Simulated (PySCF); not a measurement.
B(Cl)(GeH3)(OH) (BClGeH₄O), SMILES O[B](Cl)[GeH3]. Heavy atoms are numbered as in [B:1]([Cl:2])([GeH3:3])[OH:7]. Hydrogens are named by the atom that carries them.

Geometry: B3LYP-D3(BJ)/def2-SVP. The structure was generated by enumeration, and PubChem lists no compound with its InChIKey, so it may never have been made. Other conformers were not sampled.

These are B3LYP/pcSseg-1 in PySCF values and carry that method's errors.

GIAO shieldings, no solvent; atoms alike by connectivity are averaged. δ = σ(ref) − σ: ¹¹B against BF3 (σ = 86.3 ppm); ³⁵Cl against HCl (σ = 933.3 ppm); ⁷³Ge against GeH4 (σ = 1631.8 ppm); ¹H against TMS (σ = 31.68 ppm); ¹⁷O against H2O (σ = 333.8 ppm), references at their B3LYP-D3(BJ)/def2-TZVP geometries, non-relativistic (without spin–orbit terms, shifts of atoms bonded to Cl or Br come out too high).

| nucleus | atoms | count | δ (ppm) |
|---|---|---|---|
| ¹¹B | B1 | 1 | 39.1 |
| ³⁵Cl | Cl2 | 1 | 249.9 |
| ⁷³Ge | Ge3 (GeH3) | 1 | -5.0 |
| ¹H | H on O7 | 1 | 6.48 |
| ¹H | H on Ge3 | 3 | 3.88 |
| ¹⁷O | O7 (OH) | 1 | 219.1 |
